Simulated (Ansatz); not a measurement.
(NaF)2 ring (Na2F2), relaxed as a singlet with RKS PBE-D4/def2-TZVP in Ansatz, starting from the GFN2-xTB geometry. Force threshold 0.02 eV/Å.

Start:

```xyz
4

Na   -0.132   -1.363   -0.031
F     0.822   -0.102    1.025
Na    0.132    1.362    0.032
F    -0.822    0.103   -1.026
```

| step | energy (eV) | largest force component (eV/Å) | SCF passes |
| --- | --- | --- | --- |
| 1 | -14261.2250 | 2.010 | 16 |
| 2 | -14261.5475 | 1.262 | 18 |
| 3 | -14261.8046 | 0.092 | 17 |
| 4 | -14261.8070 | 0.004 | 19 |

Force components are those of the run's own axes.

End:

```xyz
4

Na   -0.137   -1.419   -0.033
F     0.955   -0.120    1.191
Na    0.137    1.419    0.032
F    -0.955    0.120   -1.191
```

By distances, no bond broke or formed. The bond that changes most is F2–Na3, from 1.90 to 2.09 Å (atoms count from 1).

No frequencies were taken in this run, so the end may be a saddle point.

It took 2.2 s on 4 threads of Arm Neoverse V2 on a shared host.
